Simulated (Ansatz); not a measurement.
Geometry optimisation, UKS PBE0-D4/def2-mTZVP in Ansatz 0.2.0.

input.yaml

```yaml
crystal:
  periodic: [false, false, false]
  atoms:
    - { symbol: H, position_ang: [-0.448452, 0.314462, -0.601521] }
    - { symbol: C, position_ang: [-0.794135, 0.564117, -1.598909] }
    - { symbol: F, position_ang: [-0.505547, -0.484578, -2.447399] }
    - { symbol: Ge, position_ang: [0.796573, -0.632774, 1.737655] }
    - { symbol: H, position_ang: [-0.284442, 1.462994, -1.952942] }
    - { symbol: H, position_ang: [-1.873896, 0.729673, -1.584742] }
    - { symbol: H, position_ang: [2.14168, 0.091817, 1.540671] }
    - { symbol: H, position_ang: [-0.044926, 0.070749, 2.820611] }
    - { symbol: H, position_ang: [1.013145, -2.11646, 2.086576] }
magnetization:
  spin_polarized: true
  initial_magnetization: 1
basis:
  gaussian: { orbitals: def2-mTZVP }
hamiltonian:
  xc: pbe0
  dispersion: d4
relax:
  f_tol: 0.03
  max_steps: 50
```

Command:

```bash
$ ansatz run input.yaml --threads 2 --pin off --max-ram 3072MiB --backend cpu --events-out ev --progress --plain --runs-dir out
```

Problem. Where does it end, and by what steps?

Solution. The forces met the threshold. The force dipped under the threshold on the way, but the program's further checks kept it going. After 11 steps the energy has fallen by 0.024 eV; H1 moved furthest, 0.45 Å.

```csv
step,energy less start (eV),largest force component (eV/Å),accepted
0,0.0000,0.323,yes
1,-0.0185,0.052,yes
2,-0.0200,0.012,yes
3,-0.0204,0.012,yes
4,-0.0206,0.015,yes
5,-0.0207,0.072,yes
6,-0.0209,0.049,yes
7,-0.0216,0.107,yes
8,-0.0216,0.222,yes
9,-0.0233,0.119,yes
10,-0.0203,0.136,no
11,-0.0238,0.020,yes
```

```xyz
9
Properties=species:S:1:pos:R:3
H -0.682 0.695 -0.652
C -0.878 0.652 -1.726
F -0.378 -0.533 -2.226
Ge 0.876 -0.724 1.885
H -0.386 1.488 -2.227
H -1.954 0.691 -1.907
H 2.224 -0.016 1.641
H 0.095 -0.033 3.021
H 1.084 -2.219 2.190
```

The run took 43 s on 2 threads of Intel(R) Xeon(R) Platinum 8259CL CPU @ 2.50GHz (Skylake/Cascade Lake), with other jobs on the host, peak memory 0.27 GiB.
